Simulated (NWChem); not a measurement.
BF

```xyz
2

B      0.0000     0.0000    -0.8151
F      0.0000     0.0000     0.4596
```
Atoms are numbered in this order, from 1.

Coordinates come from a PBE-D3(BJ)/def2-SVP optimisation.

 Unshifted, non-relativistic core excitations; the lowest 4 roots alone, so stronger bands may lie above.

Question: List the first B K-edge excitations from B3LYP/cc-pVTZ, restricted-window TDA (NWChem).

Answer: 
| state | energy (eV) | dipole oscillator strength | leading excitation (squared amplitude) |
|---|---|---|---|
| S1 | 182.7 | 0.0707 | 1s of atom 1 or its equivalents → LUMO (0.98) |
| S2 | 182.7 | 0.0707 | 1s of atom 1 or its equivalents → LUMO+1 (0.98) |
| S3 | 187.2 | 0.0093 | 1s of atom 1 or its equivalents → LUMO+2 (0.99) |
| S4 | 189.8 | 0.0400 | 1s of atom 1 or its equivalents → LUMO+3 (0.98) |
